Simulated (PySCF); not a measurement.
This triplet is an excited state, 0.42 eV above the relaxed quintet at the level B3LYP-D3(BJ)/def2-TZVP // TPSS-D3(BJ)/def2-SVP (PySCF).

# [Co(Cl)4]- (charge -1, multiplicity 3)

Method: TPSSh-D3(BJ)/def2-TZVP // TPSS-D3(BJ)/def2-SVP (PySCF).

The highest occupied spin orbital is -2.96 eV and the charge on the central atom (Mulliken) is 0.63 e. The charge on the central atom (meta-Löwdin) is 1.09 e and the spin population on the central atom (Mulliken) is 1.94. The total energy is -3223.9885 Ha and the cost is about 11 core-minutes (a rough figure).

Bonds (Å): Co1–Cl2 2.186, Co1–Cl3 2.185, Co1–Cl4 2.185, Co1–Cl5 2.185. Bond angles (°): Cl2–Co1–Cl3 97.7, Cl2–Co1–Cl4 137.1, Cl2–Co1–Cl5 97.6, Cl3–Co1–Cl4 97.6, Cl3–Co1–Cl5 137.2, Cl4–Co1–Cl5 97.7.
Charge -1, spin multiplicity 3.
